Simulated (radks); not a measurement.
Ce28+, configuration [Ar] 3d10 4s2. All-electron calculation, non-relativistic Kohn-Sham, TPSS, spin-polarised, spherical densities, point nucleus; meta-GGA in the generalised Kohn-Sham scheme; relativity is left out, which matters for an element this heavy. Program: a radial shooting solver on a logarithmic mesh with Libxc functionals.

Unscreened Slater integrals over Kohn-Sham orbitals (eV). They are taken over the spin-up orbitals. Empty in this configuration: 4p.

F0(4s,4s): 41.609
F0(4s,3d): 52.569
G2(4s,3d): 4.7441
F0(4s,3p): 51.594
G1(4s,3p): 5.1550
F0(4s,3s): 51.216
G0(4s,3s): 3.8629
F0(4s,4p): 41.545
G1(4s,4p): 28.179
F0(3d,3d): 99.580
F2(3d,3d): 50.681
F4(3d,3d): 32.587
F0(3d,3p): 92.430
F2(3d,3p): 44.532
G1(3d,3p): 48.650
G3(3d,3p): 32.084
F0(3d,3s): 90.233
G2(3d,3s): 35.371
F0(3d,4p): 52.724
F2(3d,4p): 14.888
G1(3d,4p): 4.8865
G3(3d,4p): 4.9017
F0(3p,3p): 88.098
F2(3p,3p): 44.578
F0(3p,3s): 86.237
G1(3p,3s): 55.988
F0(3p,4p): 51.712
F2(3p,4p): 16.066
G0(3p,4p): 4.2751
G2(3p,4p): 5.2148
F0(3s,3s): 84.708
F0(3s,4p): 51.264
G1(3s,4p): 4.3767
F0(4p,4p): 41.501
F2(4p,4p): 21.776
